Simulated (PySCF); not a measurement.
trans-Hf(NH3)2Cl4 (singlet state).
Bonds: Hf1–N2, Hf1–N6, Hf1–Cl10, Hf1–Cl11, Hf1–Cl12, Hf1–Cl13. Hydrogens: H3, H4, H5 on N2; H7, H8, H9 on N6.

Method: PBE0-D3(BJ)/def2-SVP geometry optimisation, gas phase, def2 core potentials past Kr (PySCF 2.14.0); density fitting, grid level 1; the optimiser is geomeTRIC in internal coordinates, started from a GFN2-xTB structure with every atom displaced at random (about 0.03 Å).

Geometry at step 0:
```
atom  x, y, z in Å
Hf1     0.0672   -0.0744    0.0132
N2     -0.0166   -0.0296    2.4356
H3     -0.4731    0.8327    2.7995
H4      1.0590   -0.0771    2.7870
H5     -0.5351   -0.8312    2.7840
N6     -0.0150    0.0295   -2.4493
H7      0.4984    0.8329   -2.8249
H8     -0.9232    0.0411   -2.7992
H9      0.4485   -0.8000   -2.7710
Cl10    2.3520   -0.0143    0.0674
Cl11   -2.3774   -0.0004   -0.0043
Cl12    0.0318    2.3608    0.0348
Cl13   -0.0859   -2.3220   -0.0507
```

Q: Give the atomic forces at this geometry.

A: 
| atom | Fx (eV/Å) | Fy (eV/Å) | Fz (eV/Å) |
| --- | --- | --- | --- |
| Hf1 | -2.344 | 2.953 | -0.052 |
| N2 | 2.917 | 0.572 | 0.176 |
| H3 | 0.563 | -0.655 | -0.288 |
| H4 | -3.486 | 0.177 | -0.822 |
| H5 | 0.071 | -0.194 | 0.235 |
| N6 | 2.351 | 0.575 | 1.868 |
| H7 | -0.185 | -0.098 | 0.136 |
| H8 | -2.282 | 0.053 | -0.774 |
| H9 | 0.284 | -0.681 | -0.437 |
| Cl10 | 2.090 | -0.107 | 0.019 |
| Cl11 | -0.024 | 0.048 | 0.032 |
| Cl12 | 0.006 | 0.126 | -0.003 |
| Cl13 | 0.039 | -2.768 | -0.090 |

The largest, 3.77 eV/Å, acts on Hf1; the rms over all components is 1.290 eV/Å. The forces sum to zero within rounding, as they must for an isolated molecule in no field.

Q: Give the force on Hf1 in Eh/bohr and in nN.

A: 3.770 eV/Å ÷ 51.422 = 0.07332 Eh/bohr, and 3.770 eV/Å × 1.602 = 6.04 nN.

Q: How far is this geometry from the end of the optimisation?

A: 0.769 eV above it, and 0.106 Å rms away after alignment. The bonds farthest from their final lengths, with half the difference of the two atoms' forces along the bond (positive lengthens):

```csv
bond,now (Å),final (Å),force along bond (eV/Å)
Hf1–Cl13,2.254,2.416,+2.77
Hf1–N6,2.466,2.329,-1.09
Hf1–Cl10,2.286,2.415,+2.18
N2–H4,1.133,1.022,-3.19
Hf1–N2,2.424,2.328,0.00
N6–H8,0.973,1.022,+2.63
```

The angle farthest from its final value is Hf1–N6–H9, 105.7° against 112.2°.

Of the 6 listed bonds off by 0.010 Å or more, this force points towards the final length in 5.

What follows is the cost of the whole optimisation. Hardware: an Arm Neoverse V2 with one thread, on a shared host. Cost: 2.2 min of wall time, 0.67 GiB resident at most.
